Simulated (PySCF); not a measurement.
Zn(H)(Et) (C₂H₆Zn), SMILES [ZnH][CH2]C.

Geometry: PBE-D3(BJ)/def2-SVP.

Method: PySCF with PBE0/def2-TZVPD.

Symmetry labels are those of the subgroup Cs that the program uses (full group Cs).

Problem. List the valence orbital energies around the gap with their symmetry. (Estimate from the structure and the level; the computed values follow.)

Solution. 
| orbital | symmetry | energy (eV) |
|---|---|---|
| HOMO−7 | A" | -14.06 |
| HOMO−6 | A' | -14.00 |
| HOMO−5 | A" | -11.88 |
| HOMO−4 | A' | -11.36 |
| HOMO−3 | A' | -10.14 |
| HOMO−2 | A" | -9.39 |
| HOMO−1 | A' | -9.02 |
| HOMO | A' | -7.05 |
| LUMO | A' | -0.50 |
| LUMO+1 | A" | -0.40 |
| LUMO+2 | A' | 0.19 |
| LUMO+3 | A' | 0.95 |
